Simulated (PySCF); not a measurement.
**Correlation energy of Ho⁴⁹⁺ (holmium, charge +49)**

[Ar], closed-shell 1S. Calculation: PySCF 2.14, in an even-tempered Gaussian basis (17 s from 11 bohr⁻², ratio 2.5; 12 p from 15 bohr⁻², ratio 2.5; 4 d from 62 bohr⁻², ratio 2.7; 4 f from 93 bohr⁻², ratio 2.7); scalar relativity by spin-free X2C-1e. Frozen: 1s2; 16 electrons correlated; the 20 highest virtual orbitals of each spin left out.

```tsv
level	correlation energy (mhartree)
CCSD	-685.14
(T)	-0.85
CCSD(T)	-685.99
```

Diagnostics: T1 = 0.00021, D1 = 0.0005, largest double amplitude 0.013.

Is a single reference adequate?

Yes, within this model without spin-orbit coupling: T1 lies below 0.03 and no double amplitude reaches 0.07.

At this charge the one-electron X2C treatment keeps the bare 1/r₁₂, with no two-electron picture change or Breit term. The effect here is smaller than on the frozen 1s shell; and a scalar Hamiltonian misses the large spin-orbit splitting of the p shells, which matters for ns² → np² pairs.
